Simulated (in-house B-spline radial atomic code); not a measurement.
Ag. Computed with a B-spline radial atomic code. Model: non-relativistic spherical atom: semilocal Troullier-Martins pseudo-atom, one channel per l, against all electrons, high spin, G0W0 and RPA with empty states to l = 8, local potential for every l without a channel, a model core (radius 0 = none) keeps its share of the functional.

Without relativity these are model numbers for so heavy an element.

What the tables leave out is listed at the end.

The pseudopotential gives back the lowest level of each angular momentum of its own functional in the configuration it was made in; a second state of the same l is only approximately right. Exact exchange, RPA and GW see the smooth pseudo-orbitals and miss the exchange with the core, for which the functional's share stands in. The column with an uncorrelated core keeps all orbitals and exact exchange, and so separates missing core correlation from pseudisation. Only the three outermost levels and the lowest empty one were computed. RPA here is direct RPA, with no exchange kernel, and its energies carry an (l + 1/2)⁻⁴ tail. A hybrid on a potential with a model core restores only its own semilocal share of the core's exchange.

Command:
```bash
python run_psgw.py task.json out
```
Settings (lengths in bohr, energies in hartree):
```
Z                      47
electrons              47
configuration          [Kr] 4d10 5s1
generated_in           [Kr] 4d10 5s1
functional             lda,vwn
core_shells            7
radius_factor          1.15
core_correction        True
ion_configuration      [Kr] 4d10
```

Run time, properties included: 84 s on 1 thread of Arm Neoverse N1, with other jobs on the host.

Given: made with LDA VWN5; model core radius 0.628 bohr; local radius 1.309 bohr; mean-field start LDA VWN5.

Valence shells of the generating configuration: 4p, 4d, 5s.

Channel: s 2.982, p 1.014, d 1.189 (radii in bohr).

Computed: largest level miss in the spin-unpolarised generating configuration 0 eV; valence RPA correlation energy pseudo -1.255 hartree; all-electron RPA polarisability, core included 40.096 bohr³; pseudo-atom RPA polarisability 40.111 bohr³; ionisation by mean-field all-electron 7.6635 eV; ionisation by mean-field pseudo minus all 0.006 eV; ionisation by RPA all-electron 7.5301 eV.

```json
{"level": "5s up", "occupied": "1", "mean-field all-electron (eV)": "-4.5542", "mean-field pseudo minus all (eV)": "0.001", "G0W0 all-electron (eV)": "-7.4353", "G0W0 uncorrelated core minus all (eV)": "-0.01", "G0W0 pseudo minus all (eV)": "-0.566", "exchange self-energy all-electron (eV)": "-10.352", "exchange self-energy pseudo (eV)": "-10.766"}
{"level": "5s down (empty)", "occupied": "0", "mean-field all-electron (eV)": "-3.8862", "mean-field pseudo minus all (eV)": "-0.004", "G0W0 all-electron (eV)": "-1.3239", "G0W0 uncorrelated core minus all (eV)": "-0.009", "G0W0 pseudo minus all (eV)": "-0.617", "exchange self-energy all-electron (eV)": "-2.7044", "exchange self-energy pseudo (eV)": "-3.1544"}
```

(1) What is the ionisation by RPA pseudo minus all?

(2) What is the valence RPA correlation energy all-electron orbitals?

Given: mean-field start PBE0.

Computed: valence RPA correlation energy all-electron orbitals -1.0223 hartree; valence RPA correlation energy pseudo -1.1932 hartree; all-electron RPA polarisability, core included 38.007 bohr³; pseudo-atom RPA polarisability 33.83 bohr³; ionisation by mean-field all-electron 7.0762 eV; ionisation by mean-field pseudo minus all 0.373 eV.

| level | occupied | mean-field all-electron (eV) | mean-field pseudo minus all (eV) | G0W0 all-electron (eV) | G0W0 uncorrelated core minus all (eV) | G0W0 pseudo minus all (eV) | exchange self-energy all-electron (eV) | exchange self-energy pseudo (eV) |
| --- | --- | --- | --- | --- | --- | --- | --- | --- |
| 5s up | 1 | -4.8705 | -0.285 | -7.3061 | -0.009 | -0.772 | -9.8633 | -11.053 |
| 5s down (empty) | 0 | -2.4828 | -0.228 | -1.0737 | -0.007 | -0.517 | -2.2632 | -3.0975 |

(3) What is the ionisation by RPA all-electron?

(4) What is the ionisation by RPA pseudo minus all?

Answers

(1) 0.818 eV.

(2) -1.0858 hartree.

(3) 7.3847 eV.

(4) 0.928 eV.

Among the listed levels the largest G0W0 shift of the pseudo-atom is -0.77 eV, for 5s up on the PBE0 start, while leaving the core uncorrelated moves that level by -0.01 eV. So pseudisation and the lost core exchange, not the missing core correlation, make the error. Not in the tables (levels of low weight, unsolved or above zero; the highest and the empty levels are kept at any weight): on LDA the G0W0 levels 4d down (pseudo minus all +0.74 eV, weights 0.45 and -0.00), 4d up (pseudo minus all +0.36 eV, weights 0.29 and 0.37); on PBE0 the G0W0 levels 4d down (pseudo minus all +0.80 eV, weights 0.76 and 0.71), 4d up (pseudo minus all +1.12 eV, weights 0.31 and 0.67); no Hartree-Fock pseudo-atom is run with a model core.
